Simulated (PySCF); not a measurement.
GaH3Se, SMILES [GaH2][SeH]. Geometry optimised at PBE0-D3(BJ)/def2-TZVP.

TDA-LC-ωPBE/def2-SVPD in PySCF puts the lowest singlet excitations at 5.62, 5.83, 5.96, 6.16, 6.46, 7.43 eV.

What are the lowest excitation roots from ADC(2)/aug-cc-pVDZ in PySCF? (The exact figures need the calculation; the answer reports its results.)

5.10, 5.69, 5.78, 6.25, 6.32, 7.22 eV. S1 differs by -0.52 eV (second minus first; roots are paired by order, and the bases may differ).
